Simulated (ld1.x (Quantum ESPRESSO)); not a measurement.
Varying the TM potential for iridium

Base potential:

```
Element                 : Ir
Generator               : ld1.x (Quantum ESPRESSO) 7.5
Type                    : norm-conserving Troullier–Martins (Kleinman–Bylander form)
Functional              : LDA (PZ)
Relativity              : fully relativistic
Frozen core             : [Xe] 4f14
Valence charge          : 9
Reference configuration : 5d7 6s0 6p0 (charge +2)
Partial waves           : 6s (bound, empty): rc 1.75 bohr; 6p (bound, empty): rc 2.25 bohr; 5d (bound): rc 2.25 bohr
Local potential         : all-electron potential smoothed inside 1.90 bohr (lloc = -1)
Core correction         : Bessel-smoothed model core inside 1.80 bohr
```

Open shells are filled in proportion to 2j + 1 (rel_dist='average').

All-electron outer shells of the reference configuration (LDA (PZ), scalar-relativistic, ld1.x):

```json
{"shell": "5p", "level (eV)": "-72.73", "outermost node (bohr)": "0.54", "outermost maximum (bohr)": "1.01"}
{"shell": "5d", "level (eV)": "-24.71", "outermost node (bohr)": "0.59", "outermost maximum (bohr)": "1.29"}
{"shell": "6s", "level (eV)": "-21.88", "outermost node (bohr)": "1.16", "outermost maximum (bohr)": "2.24"}
{"shell": "6p", "level (eV)": "-14.26", "outermost node (bohr)": "1.37", "outermost maximum (bohr)": "2.80"}
```

Cutoffs, loose and tight: the cutoffs (Ry, on a coarse ladder) from which the occupation-weighted sum of valence levels, in a spherical-Bessel basis at the reference potential, stays within 10 and 1 mRy of its value at 400 Ry. They do not see the model core or the augmentation charge, which bear on the density cutoff. Test errors are all-electron minus pseudo excitation energies from the reference, over the configurations 5d7 6s2 6p0; 5d7 6s1 6p0; 5d6 6s0 6p0; 5d6 6s2 6p0; 5d7 6s1 6p1; 5d8 6s0 6p0; 5d8 6s1 6p0. A dash means not determined; rows that change the core or the reference have their own tests. The largest error is taken over the tests solved by every variant that gives reliable tests at all: 5d6 6s0 6p0; 5d6 6s2 6p0; 5d7 6s1 6p0; 5d8 6s0 6p0.

A true bound ghost makes a file unfit for plane-wave use even where its test errors are small: the radial tests pick states by their node count and pass the ghost by. Where a test does run into it, the solver fails or the error is huge.

Cutoffs are not given where the Bessel-basis levels miss the radial ones by over 6 mRy, ghosts where they miss by over 20 mRy; a channel whose overlap is not positive is not tested.

```csv
change,outcome,"cutoff, loose","cutoff, tight",bound ghosts,largest test error (meV)
base,generated,35 Ry,45 Ry,"s, p3/2, p1/2",-71
wave 6p (bound): rc 2.25 bohr becomes 6p (bound): rc 1.60 bohr,generated,35 Ry,45 Ry,"p1/2, p3/2, s",-71
"core [Xe], valence charge 23; reference 4f14 5d7 6s0 6p0; waves now 6s (bound): rc 2.45 bohr; 5d (bound): rc 2.10 bohr; 4f (bound): rc 0.65 bohr; 6p (bound): rc 2.35 bohr; local potential the p channel; core correction Bessel-smoothed model core inside 0.30 bohr",generated,–,–,not determined,7 of 7 tests not solved or not reliable
reference 5d7 6s1.75 6p0.25,generated,40 Ry,80 Ry,"s, p3/2",-382
wave 5d (bound): rc 2.25 bohr becomes 5d (bound): rc 2.24 bohr,generated,35 Ry,45 Ry,"s, p3/2, p1/2",-71
```

**Question.** What comes out with this change to the base: all radii but the core radius scaled by about 1.35 (s 2.36, p 3.04, d 3.04 bohr); local potential all-electron potential smoothed inside 2.56 bohr (lloc = -1)?

**Answer.** outcome: generated; cutoff, loose: 30 Ry; cutoff, tight: 35 Ry; bound ghosts: none; largest test error (meV): -36.

**Question.** What comes out with this change to the base: local potential the d channel?

**Answer.** outcome: generated, misses its reference levels by 0.81 eV; cutoff, loose: 35 Ry; cutoff, tight: 40 Ry; bound ghosts: s, p3/2, p1/2; largest test error (meV): -55.

**Question.** What comes out with this change to the base: local potential all-electron potential smoothed inside 2.10 bohr (lloc = -1)?

**Answer.** outcome: generated; cutoff, loose: 35 Ry; cutoff, tight: 45 Ry; bound ghosts: s; largest test error (meV): -75.
